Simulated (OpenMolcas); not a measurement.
An OpenMolcas run meant for Al+ (ANO-RCC-VQZP, DKH2; inactive shells 1s 2s 2p; intended active space 2 electrons in 8 orbitals (3s 3p 4s 4p)). One step of its input:

```
&CASPT2
Multistate=3 1 2 3
Frozen=1 0
IPEA=0.25
Shift=5.0
MaxIter=60
WThr=0.0 0.3 0.05
PrWF=0.5
NoMix
```

The run finished. Its levels beside those of a sound run (SS-CASPT2, IPEA 0.25 Eh, imaginary shift 0.1 Eh (closed shells correlated: 2s 2p)), in cm-1 above each run's lowest level:

```json
{"Level": "3s2 1S0", "This run": "0.0", "Usual run": "0.0"}
{"Level": "3s 3p 3P* 0", "This run": "37766", "Usual run": "37218"}
{"Level": "3s 3p 3P* 1", "This run": "37817", "Usual run": "37269"}
{"Level": "3s 3p 3P* 2", "This run": "37920", "Usual run": "37372"}
{"Level": "3s 3p 1P* 1", "This run": "65669", "Usual run": "61033"}
```

Q: Which setting is unsound, and how much does it matter here?

A: The level shift is far above the usual 0.1 to 0.3 hartree and damps the second-order energy. Against the sound run the excited levels shown move by 1600 cm-1 on average and by 4600 cm-1 at most.

Active for correlation alone: 4p 4s; no level in the range computed is led by a configuration that fills them, so any true level of that kind is missing. Levels of configurations outside the active space are missing.

* marks odd parity.
